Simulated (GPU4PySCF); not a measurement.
C13H10N2, SMILES c1ccc(-n2cnc3ccccc32)cc1.

Geometry: r2SCAN-D4/def2-TZVP. The values are those of a single conformer.

All values below come from TDDFT-PBE/def2-SVPD (GPU4PySCF).

Vertical excitations. Isolated molecule, no solvent.

Q: Estimate the UV-visible absorptions. (An estimate is asked for; the answer gives what the named calculation found.)

A: 
```csv
state,energy (eV),λ (nm),f,main pairs
S1,3.97,312,0.005,HOMO→LUMO+1 90 %
S2,3.99,311,0.087,HOMO→LUMO 76 %
S3,4.13,300,0.001,HOMO−1→LUMO+1 96 %
S4,4.15,299,0.039,HOMO−1→LUMO 78 %
S5,4.52,274,0.021,HOMO→LUMO+2 75 %
S6,4.61,269,0.023,HOMO−2→LUMO 92 %
S7,4.66,266,0.001,HOMO−2→LUMO+1 97 %
S8,4.88,254,0.097,"HOMO−1→LUMO+2 59 %, HOMO→LUMO+3 25 %"
S9,4.91,253,0.011,HOMO−2→LUMO+2 92 %
S10,5.15,241,0.001,"HOMO−3→LUMO+1 51 %, HOMO−4→LUMO 47 %"
S11,5.35,232,0.026,"HOMO−4→LUMO+2 37 %, HOMO−3→LUMO 30 %, HOMO−3→LUMO+2 11 %, HOMO−3→LUMO+1 6 %"
S12,5.37,231,0.040,"HOMO−4→LUMO+2 44 %, HOMO−3→LUMO 28 %"
T1,3.57,348,0,"HOMO→LUMO 70 %, HOMO→LUMO+2 19 %"
T2,3.67,337,0,"HOMO→LUMO+2 36 %, HOMO−1→LUMO 29 %, HOMO→LUMO 22 %"
T3,3.81,325,0,HOMO→LUMO+1 88 %
T4,3.85,322,0,"HOMO−1→LUMO 44 %, HOMO→LUMO+2 40 %, HOMO→LUMO+1 7 %"
```
Triplets are in the Tamm–Dancoff approximation, which puts them higher than full response would, so one can lie above its singlet here.
